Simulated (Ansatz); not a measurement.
Geometry optimisation, RKS BLYP-D4/def2-SVP (Ansatz 0.2.0).

Input:

```yaml
crystal:
  periodic: [false, false, false]
  atoms:
    - { symbol: C, position_ang: [-1.8806, 0.7038, -0.4265] }
    - { symbol: O, position_ang: [-0.7259, 0.2112, -0.9361] }
    - { symbol: C, position_ang: [0.0037, -0.3516, 0.1023] }
    - { symbol: "N", position_ang: [-0.0798, -1.7904, 0.1369] }
    - { symbol: Al, position_ang: [1.9618, 0.0437, -0.269] }
    - { symbol: O, position_ang: [2.9433, 1.0215, 0.9659] }
    - { symbol: F, position_ang: [2.7491, -0.5127, -1.7773] }
    - { symbol: H, position_ang: [-1.692, 1.6386, 0.2155] }
    - { symbol: H, position_ang: [-2.5211, -0.0025, 0.1444] }
    - { symbol: H, position_ang: [-2.535, 1.1071, -1.271] }
    - { symbol: H, position_ang: [-0.1909, 0.0851, 1.1425] }
    - { symbol: H, position_ang: [0.3791, -2.1772, 0.9838] }
    - { symbol: H, position_ang: [-1.2149, -1.9684, 0.2993] }
    - { symbol: H, position_ang: [2.7906, 1.9625, 0.718] }
basis:
  gaussian: { orbitals: def2-SVP }
hamiltonian:
  xc: blyp
  dispersion: d4
relax:
  f_tol: 0.015
  max_steps: 40
```

Launched with:

```bash
$ ansatz run input.yaml --threads 2 --pin off --max-ram 3072MiB --backend cpu --events-out ev --progress --plain --runs-dir out
```

Problem. Where does it end, and by what steps?

Solution. It did not converge within its limit. After 39 steps the energy has fallen by 2.704 eV; H13 moved furthest, 2.21 Å. Parted: O2–C3. Joined: O2–Al5.

```
step  energy less start (eV)  largest force component (eV/Å)  accepted
   0                  0.0000                           3.906       yes
   2                 -0.9590                           1.358       yes
   4                 -1.1607                           0.611       yes
   6                 -1.2840                           1.533       yes
   8                 -1.4972                           1.001       yes
  10                 -1.7278                           1.378       yes
  12                 -2.1125                           0.756       yes
  14                 -2.2955                           1.262       yes
  16                 -2.4681                           0.383       yes
  18                 -2.5420                           0.626       yes
  20                 -2.6307                           1.120       yes
  22                 -2.6705                           0.684       yes
  24                 -2.6892                           0.093       yes
  26                 -2.6965                           0.101       yes
  28                 -2.6982                           0.040       yes
  30                 -2.6988                           0.042       yes
  32                 -2.6995                           0.131       yes
  34                 -2.7010                           0.082       yes
  36                 -2.6980                           0.522        no
  38                 -2.7018                           0.333        no
  39                 -2.7035                           0.032       yes
```

```xyz
14
Properties=species:S:1:pos:R:3
C -1.617 1.624 -0.977
O -0.695 0.574 -1.094
C 0.128 -1.149 1.203
N 0.473 -2.377 0.918
Al 0.771 0.169 -0.244
O 1.744 1.391 0.510
F 1.617 -1.078 -1.104
H -1.413 2.308 -0.116
H -2.656 1.234 -0.849
H -1.629 2.260 -1.896
H -0.510 -1.064 2.106
H 1.058 -2.476 0.059
H 0.199 -3.218 1.447
H 2.517 1.774 0.065
```

The run took 66 s on 2 threads of Intel(R) Xeon(R) 6975P-C (Granite Rapids), on a shared host, peak memory 0.21 GiB.
